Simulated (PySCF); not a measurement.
PySCF 2.14 output of an unrestricted LDA calculation on a single atom or ion in aug-cc-pwCVTZ-DK (10s9p7d4f3g, 127 functions), with scalar relativity by spin-free X2C-1e:

```
SCF conv_tol = 1e-09
number electrons alpha = 10  beta = 10
    P. A. M. Dirac.,  Math. Proc. Cambridge Philos. Soc. 26, 376 (1930)
    F. Bloch.,  Z. Phys. 57, 545 (1929)
    S. H. Vosko, L. Wilk, and M. Nusair.,  Can. J. Phys. 58, 1200 (1980)
cycle= 1 E= -761.88600798397  delta_E= -0.0165  |g|= 0.038  |ddm|= 0.407
cycle= 2 E= -761.886121969805  delta_E= -0.000114  |g|= 0.00757  |ddm|= 0.168
cycle= 3 E= -761.886135747946  delta_E= -1.38e-05  |g|= 0.00333  |ddm|= 0.0703
cycle= 4 E= -761.886137601803  delta_E= -1.85e-06  |g|= 9.31e-06  |ddm|= 0.0181
cycle= 5 E= -761.886137601833  delta_E= -3e-11  |g|= 2.31e-07  |ddm|= 8.36e-05
converged SCF energy = -761.886137601833  <S^2> = -2.1316282e-14  2S+1 = 1
```

The run itself started from symmetry-adapted Hartree-Fock orbitals and held the occupation by maximum overlap, on a logarithmic radial grid, so the iterations belong to that start.

Task: Which element, charge and spin multiplicity is this?

Result: Sc+ (scandium, charge +1), multiplicity 1; the state was [Ar] 4s2, closed-shell 1S (an excited configuration).
